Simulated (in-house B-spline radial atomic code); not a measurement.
Configurations of Lu4+, with energies counted from [Xe] (4f5/2)6 (4f7/2)7. All numbers are computed (Dirac-Hartree-Fock, average of each configuration as written; Fermi nucleus of rms radius 5.37 fm) with an all-electron radial atomic-structure program (B-spline basis), not measured. Energies include first-order Breit, QED and recoil terms.

Occupations are held fixed; configurations that lie above the ionisation limit could autoionise.

```json
{"configuration": "[Kr] 4d10 (4f5/2)5 (4f7/2)8 5s2 (5p1/2)2 (5p3/2)3 (5d3/2)1", "E - E(ref) (eV)": "34.755", "highest orbital": "5d3/2", "its <r> (bohr)": "1.791"}
{"configuration": "[Xe] (4f5/2)4 (4f7/2)8 7s1", "E - E(ref) (eV)": "45.255", "highest orbital": "7s1/2", "its <r> (bohr)": "4.739"}
{"configuration": "[Xe] (4f5/2)4 (4f7/2)8 (7g9/2)1", "E - E(ref) (eV)": "60.166", "highest orbital": "7g9/2", "its <r> (bohr)": "12.62"}
{"configuration": "[Kr] (4d3/2)4 (4d5/2)5 (4f5/2)6 (4f7/2)7 5s2 5p6 (9d3/2)1", "E - E(ref) (eV)": "250.59", "highest orbital": "9d3/2", "its <r> (bohr)": "13.79"}
{"configuration": "[Kr] (4d3/2)3 (4d5/2)6 (4f5/2)5 (4f7/2)8 5s2 5p6 (9p1/2)1", "E - E(ref) (eV)": "259.81", "highest orbital": "9p1/2", "its <r> (bohr)": "11.57"}
{"configuration": "[Kr] (4d3/2)3 (4d5/2)6 (4f5/2)5 (4f7/2)8 5s2 5p6 (7g9/2)1", "E - E(ref) (eV)": "261.56", "highest orbital": "7g9/2", "its <r> (bohr)": "12.62"}
```

Task: Order these further configurations by energy, lowest first.
A. [Xe] (4f5/2)6 (4f7/2)6 (8p3/2)1
B. [Kr] (4d3/2)4 (4d5/2)5 (4f5/2)6 (4f7/2)7 5s2 5p6 (6g9/2)1
C. [Kr] 4d10 (4f5/2)5 (4f7/2)8 5s2 (5p1/2)1 (5p3/2)4 (9g7/2)1
D. [Xe] (4f5/2)5 (4f7/2)7 (9g7/2)1
E. [Xe] (4f5/2)4 (4f7/2)8 (7p1/2)1

Result: E (48.062 eV), A (52.201 eV), D (62.022 eV), C (83.746 eV), B (248.24 eV).

Task: How far above the reference does [Xe] (4f5/2)5 (4f7/2)8 lie?

Result: 1.4393 eV; its least bound orbital is 4f7/2 with <r> = 0.6727 bohr.

Task: How far above the reference does [Kr] (4d3/2)4 (4d5/2)5 4f14 5s2 5p6 lie?

Result: 193.36 eV; its least bound orbital is 4f7/2 with <r> = 0.6726 bohr.
